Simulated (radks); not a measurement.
The lanthanum anion La- inside a hard spherical wall (all orbitals vanish at R), configuration held at [Xe] 5d2 6s2 and not refilled when levels cross. Calculated with a radial shooting solver on a logarithmic mesh with Libxc functionals: scalar-relativistic Kohn-Sham, PBE, spin-polarised, spherical densities, point nucleus; open shells are filled with parallel spins first (spin-orbit coupling, left out, can overturn this in heavy ions). Eigenvalues in eV for spin up, with the zero of energy where the potential of the charges vanishes at infinity; a dash marks a level that is unbound or too diffuse for the functional's potential to be trusted. A positive occupied level is held by the wall or, in an anion where self-interaction has pushed it up, behind a barrier. The pressure on the wall is -dE/dV.

R (bohr)	E (hartree)	kinetic (hartree)	e(5s)	e(5p)	e(6s)	e(5d)	e(6p, empty)	e(7s, empty)	pressure (GPa)
20	-8493.3164	8984.329	-33.483	-17.144	0.225	1.422	1.693	1.981	0.000647
15	-8493.3148	8984.336	-33.288	-16.951	0.359	1.591	1.987	2.963	0.00841
12	-8493.3091	8984.364	-32.910	-16.577	0.624	1.914	2.441	4.481	0.0629
10	-8493.2943	8984.429	-32.276	-15.952	1.090	2.443	3.167	6.739	0.299
7	-8493.1696	8984.887	-29.518	-13.292	3.607	4.794	6.839	16.978	4.87
6	-8493.0129	8985.407	-27.515	-11.406	6.093	6.667	10.346	25.957	15.1
4	-8491.4791	8990.661	-18.283	-2.647	24.908	17.384	34.819	81.003	297
3.5	-8489.9974	8995.812	-12.735	3.056	40.076	24.962	53.006	118.25	802
2	-8457.6229	9093.277	59.801	86.567	261.63	132.27	293.69	559.49	41900
1.5	-8383.4395	9297.557	208.38	251.98	629.31	318.63	673.37	1206.2	290000
